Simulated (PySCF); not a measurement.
## How methods differ on the ionisation energy of Te²⁺

Te²⁺ [Kr] 4d10 5s2 5p2 (3P) → Te³⁺ [Kr] 4d10 5s2 5p1 (2P), as a difference of total energies. All numbers are calculated (PySCF 2.14, the spin-free X2C one-electron Hamiltonian (Gaussian nucleus), in aug-cc-pwCVTZ-DK3). Correlated levels: valence: [Kr] 4d10 frozen; valence and next inner shell: [Ar] 3d10 frozen. The calculations carry no spin-orbit coupling.

```
                                method  ionisation energy (eV)
                                   UHF                  26.957
                                   LDA                  27.719
                                   PBE                  27.485
                                  PBE0                  27.554
                                r2SCAN                  27.680
                                 HSE06                  27.540
                                B2PLYP                  27.405
                                  BLYP                  27.337
                         MP2 (valence)                  27.301
                     SCS-MP2 (valence)                  27.238
    MP2 (valence and next inner shell)                  27.574
SCS-MP2 (valence and next inner shell)                  27.436
```

Problem. How much does correlation contribute at MP2 (valence and next inner shell)?

Solution. 27.574 − (26.957) = 0.617 eV, measured against UHF.

A first-order spin-orbit estimate (lowest level to lowest level, LS coupling) adds -0.075 eV.

Errors of the correlated levels include the incompleteness of this basis and the frozen core.

For comparison: 27.84 ± 0.04 eV (measured; NIST Atomic Spectra Database, ionization energies).
